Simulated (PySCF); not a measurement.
Simulation results for AlBH4

All values are calculated (PySCF 2.14.0). Calculation on a computer-drawn molecule: vertical ionisation energy to the stated ion spin, frozen-core CCSD(T) at the basis limit and cheaper methods, single-reference cases, UHF for radicals, no spin-orbit; all values are single points at the evaluated structure, the first of each entry, which is the reference or a displaced copy of it and isn't optimised; the reference structure only sets the zero of the energies above reference; triples share is (T) over the correlation energy.

AlBH4

Evaluated structure:
```xyz
6
AlBH4
B      0.1601     1.6657     1.6029
Al     0.1324     2.4302    -0.3258
H     -0.7134     1.0997     2.1139
H      1.1241     1.8200     2.4239
H      0.6267     1.5940    -1.5948
H     -0.3932     3.9078    -0.6172
```

Reference structure:
```xyz
6
AlBH4
B      0.1652     1.6823     1.6614
Al     0.1286     2.4493    -0.3451
H     -0.7665     1.0948     2.1502
H      1.1190     1.8054     2.3875
H      0.6164     1.5641    -1.5695
H     -0.3870     3.9194    -0.6508
```

```
charge                                    : 0
multiplicity                              : 1
ion multiplicity                          : 2
diffuse functions                         : no
basis                                     : cc-pV(n+d)Z
reference is                              : the Hartree-Fock double-zeta minimum
best is                                   : HF at quadruple zeta + MP2 correlation extrapolated from triple and quadruple zeta + CCSD(T) minus MP2 at triple zeta
basis step is                             : the size of the change from the same recipe one zeta lower
ionisation energy EOM CCSD at triple zeta : —
total energy best                         : —
total energy HF triple zeta               : —
```

Drawn bonds:
```
atom  other atom  order
   1           2      1
   1           3      1
   1           4      1
   2           5      1
   2           6      1
```

## Withheld values
1. Estimate the ionisation energy EOM CCSD at triple zeta of AlBH4.
2. Estimate the total energy best of AlBH4.
3. Give the missing total energy HF triple zeta for AlBH4.

Calculated values
1. 10.23 eV
2. -269.1353 hartree
3. -268.8828 hartree

Further results for AlBH4:

```
ionisation energy best                         : 10.24 eV
ionisation energy basis step                   : 0.02485 eV
energy above reference best                    : 2.184 kcal/mol
energy above reference basis step              : 0.1052 kcal/mol
ionisation energy Koopmans at triple zeta      : 10.53 eV
total energy CCSD(T) triple zeta               : -269.1101 hartree
T1 diagnostic at triple zeta                   : 0.01075
D1 diagnostic at triple zeta                   : 0.02125
ion T1 diagnostic at triple zeta               : 0.02304
ion D1 diagnostic at triple zeta               : 0.07349
ion spin squared at triple zeta                : 0.7693
triples share at triple zeta                   : 0.02425
basis functions triple zeta                    : 125
dipole magnitude HF at triple zeta             : 0.5357 debye
dipole magnitude CCSD unrelaxed at triple zeta : 0.4494 debye
dipole magnitude PBE at triple zeta            : 0.3703 debye
dipole magnitude r2SCAN at triple zeta         : 0.4191 debye
dipole magnitude B3LYP at triple zeta          : 0.4388 debye
dipole magnitude wB97X at triple zeta          : 0.5255 debye
```

Triple zeta:
```
 method  ionisation energy (eV)  energy above reference (kcal/mol)
     HF                   9.322                               2.81
    PBE                   9.774                              1.812
 r2SCAN                   9.855                              1.871
  B3LYP                   9.994                              2.043
  wB97X                   10.11                              2.135
    MP2                   10.14                               2.46
   CCSD                   10.13                              2.315
CCSD(T)                   10.15                              2.279
```
